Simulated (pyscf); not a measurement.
H₂N–Si(SiH₃)(SiH₃)–SiH₃, singlet

Gas-phase minimum from PySCF at ωB97X-D3(BJ)/def2-SVP, one conformer. H₂N–Si(SiH₃)(SiH₃)–SiH₃ lies 12.7 kcal/mol over its isomer H₃Si–NH–SiH(SiH₃)–SiH₃ (electronic energy, ωB97M-D3(BJ)). 

```xyz
16

N     -1.9637     0.4857    -2.2480
Si    -0.6635     0.0365    -1.1648
Si    -0.5651    -2.2251    -0.5579
Si    -0.8663     1.2807     0.7955
Si     1.3657     0.5795    -2.1747
H     -1.9355     0.1464    -3.2050
H     -2.9168     0.4581    -1.8977
H      0.5831    -2.4573     0.3712
H     -0.3813    -3.0960    -1.7601
H     -1.8225    -2.6505     0.1318
H     -0.6908     2.7393     0.5301
H      0.1742     0.8367     1.7713
H     -2.2124     1.0679     1.4107
H      1.4776    -0.0874    -3.5083
H      2.4890     0.1026    -1.3128
H      1.4961     2.0540    -2.3686
```

Bonds (Å): N1–Si2 1.751, N1–H6 1.016, N1–H7 1.016, Si2–Si3 2.344, Si2–Si4 2.331, Si2–Si5 2.331, Si3–H8 1.495, Si3–H9 1.496, Si3–H10 1.496, Si4–H11 1.493, Si4–H12 1.494, Si4–H13 1.495, Si5–H14 1.495, Si5–H15 1.494 (the first ones only). Bond angles (°): Si2–N1–H6 118.5, Si2–N1–H7 118.5, H6–N1–H7 110.0, N1–Si2–Si3 116.0, N1–Si2–Si4 108.6, N1–Si2–Si5 108.6, Si3–Si2–Si4 107.5, Si3–Si2–Si5 107.5, Si4–Si2–Si5 108.4, Si2–Si3–H8 110.1, Si2–Si3–H9 111.0, Si2–Si3–H10 111.0, H8–Si3–H9 108.3, H8–Si3–H10 108.3 (the first ones only).

Properties at ωB97X-D3(BJ)/def2-SVP:

```yaml
harmonic_wavenumbers_unscaled: 80, 84, 87, 93, 107, 109, 148, 158, 218, 351, 424, 434, 443, 457, 525, 526, 560, 574, 580, 834, 842, 879, 886, 922, 945, 952, 952, 952, 954, 959, 1562, 2225, 2231, 2233, 2235, 2236, 2241, 2245, 2247, 2251, 3600, 3693 cm⁻¹
zero_point_energy: 64.4 kcal/mol
rotational_symmetry_number: 1
Entropy of this conformer at 298 K and 1 atm, rigid rotor and harmonic oscillator, modes under 100 cm⁻¹ raised to 100: 445.0 J/(mol K)
dipole_moment: 1.53 D
```

Single-point totals, which compare only within one level:

```json
[
 {"level": "ωB97X-D3(BJ)/def2-TZVP", "total energy (hartree)": "-1219.55954"},
 {"level": "PBE/def2-TZVP", "total energy (hartree)": "-1218.72293"},
 {"level": "r²SCAN/def2-TZVP", "total energy (hartree)": "-1219.26803"},
 {"level": "B3LYP-D3(BJ)/def2-TZVP", "total energy (hartree)": "-1219.53429"},
 {"level": "PBE0-D3(BJ)/def2-TZVP", "total energy (hartree)": "-1218.86697"},
 {"level": "M06-2X/def2-TZVP", "total energy (hartree)": "-1219.27932"},
 {"level": "ωB97M-D3(BJ)/def2-TZVP", "total energy (hartree)": "-1219.58507"}
]
```

Soft torsions are taken as harmonic, which can shift the entropy by several J/(mol K).
